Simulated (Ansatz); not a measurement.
Molecular dynamics of CH₁₀Si₃

The input (input.yaml):

```yaml
crystal:
  periodic: [false, false, false]
  atoms:
    - { symbol: Si, position_ang: [0.126428, 0.014753, -0.152273] }
    - { symbol: H, position_ang: [0.699331, -0.365841, 1.028583] }
    - { symbol: C, position_ang: [1.674061, 0.422692, -1.284081] }
    - { symbol: H, position_ang: [2.326476, -0.44818, -1.445201] }
    - { symbol: H, position_ang: [1.380414, 0.733418, -2.259268] }
    - { symbol: H, position_ang: [2.228353, 1.245099, -0.82091] }
    - { symbol: Si, position_ang: [-1.309466, 1.70181, -0.054313] }
    - { symbol: H, position_ang: [-2.356731, 1.277461, 0.82094] }
    - { symbol: H, position_ang: [-1.123958, 2.948365, 0.552922] }
    - { symbol: H, position_ang: [-1.945833, 1.775252, -1.367633] }
    - { symbol: Si, position_ang: [-0.867274, -1.665574, -1.319549] }
    - { symbol: H, position_ang: [-2.304772, -1.399878, -1.242382] }
    - { symbol: H, position_ang: [-0.586042, -1.41239, -2.688821] }
    - { symbol: H, position_ang: [-0.836537, -2.880881, -0.648133] }
basis:
  gaussian: { orbitals: STO-3G }
hamiltonian:
  xc: b3lyp
  dispersion: d4
md:
  timestep: 0.5
  n_steps: 250
  ensemble: nve
  temperature: 300.0
  initial_velocities: maxwell_boltzmann
  seed: 247265
```

Launched with:

```bash
$ ansatz run input.yaml --threads 1 --pin off --max-ram 2048MiB --backend cpu --events-out ev --progress --plain --runs-dir out
```

It goes on from the last frame of an earlier run, with new velocities.

Output, in part (step lines, the closing report, with atoms numbered from 0):

```
md step     0: t =     0.00 fs  T =   300.0 K  F+E_penalty+E_count = -24547.38778516 eV  E_kin = 0.465336 eV  conserved = -24546.92244917 eV  (20 SCF iters)
[... lines left out ...]
Total energy: -24547.86438570 eV, -902.1173770344 hartree
Atom 0 at    -0.016062    -0.010251    -0.214345 Å, force     1.364482    -0.642360    -2.629458 eV/Å
Atom 1 at     0.328578    -0.384789     1.065124 Å, force     0.437571    -0.639951     1.946529 eV/Å
Atom 2 at     1.679227     0.501812    -1.072184 Å, force    -0.137724    -0.513998     1.005410 eV/Å
Atom 3 at     2.439218    -0.326255    -1.183533 Å, force    -1.001868     0.639203     0.270546 eV/Å
Atom 4 at     1.479700     0.889066    -2.073336 Å, force     0.010777     0.170464    -0.257182 eV/Å
Atom 5 at     2.166412     1.314977    -0.478477 Å, force    -0.340430    -0.508103    -0.439608 eV/Å
Atom 6 at    -1.222980     1.812488    -0.067898 Å, force    -0.886396     1.588886    -0.748096 eV/Å
Atom 7 at    -1.570066     2.215502     1.250949 Å, force    -0.371736    -0.241977     0.661712 eV/Å
Atom 8 at    -0.431248     2.917243    -0.493924 Å, force     0.584802     0.326033    -0.226343 eV/Å
Atom 9 at    -2.385292     1.979635    -0.932927 Å, force     0.083008    -0.544009     0.325975 eV/Å
Atom 10 at    -0.871833    -1.805374    -1.349062 Å, force     0.807643     0.389069     1.418933 eV/Å
Atom 11 at    -1.052738    -2.968002    -0.483166 Å, force    -0.244990     0.374205    -0.263110 eV/Å
Atom 12 at    -2.031759    -1.460726    -2.083987 Å, force    -0.737286    -0.025529    -0.323489 eV/Å
Atom 13 at     0.163748    -2.138949    -2.251238 Å, force     0.432149    -0.371935    -0.741820 eV/Å
Dipole moment:    -0.079772    -0.146235     0.010885 e Å
```

The steps, from the saved trajectory:

```
time (fs)  T (K)  potential energy less start (eV)  conserved less start (meV/atom)
        0    300                             0.000                             0.00
        4    435                            -0.209                            -0.04
        8    659                            -0.559                            -0.16
       12    478                            -0.276                            -0.06
       16    330                            -0.047                            -0.07
       20    444                            -0.224                            -0.06
       24    552                            -0.391                            -0.06
       28    481                            -0.282                            -0.10
       32    390                            -0.140                            -0.04
       36    583                            -0.441                            -0.14
       40    528                            -0.356                            -0.14
       44    302                            -0.003                             0.03
       48    501                            -0.314                            -0.12
       52    606                            -0.477                            -0.16
       56    434                            -0.208                            -0.06
       60    405                            -0.165                            -0.12
       64    524                            -0.348                            -0.09
       68    548                            -0.385                            -0.06
       72    411                            -0.174                            -0.11
       76    319                            -0.030                            -0.01
       80    473                            -0.270                            -0.10
       84    568                            -0.418                            -0.11
       88    456                            -0.242                             0.01
       92    468                            -0.262                            -0.11
       96    476                            -0.274                            -0.06
      100    394                            -0.146                            -0.02
      104    481                            -0.283                            -0.16
      108    513                            -0.331                            -0.03
      112    609                            -0.482                            -0.16
      116    479                            -0.280                            -0.14
      120    273                             0.042                             0.08
      124    622                            -0.503                            -0.22
```

All steps were run. The conserved energy stayed within 0.23 meV per atom of its start (net change -0.13 meV per atom), so the integration is sound. The kinetic energy rose, since the run started high on the potential surface and went downhill. A run of 0.12 ps of so small a system gives no equilibrium averages. Limits of this set-up: minimal basis.

The same pairs are bonded in the first frame and the last. Pairs count as bonded within 1.25 times the sum of covalent radii (0.12 Å more for H–H).

Last frame:

```xyz
14
Properties=species:S:1:pos:R:3
Si -0.016 -0.010 -0.214
H 0.329 -0.385 1.065
C 1.679 0.502 -1.072
H 2.439 -0.326 -1.183
H 1.480 0.889 -2.073
H 2.166 1.315 -0.478
Si -1.223 1.812 -0.068
H -1.570 2.216 1.251
H -0.431 2.917 -0.494
H -2.385 1.980 -0.933
Si -0.872 -1.805 -1.349
H -1.053 -2.968 -0.483
H -2.032 -1.461 -2.084
H 0.164 -2.139 -2.251
```

Time of the run: 12 min on 1 thread of Arm Neoverse V1 (shared host), peak memory 0.11 GiB.
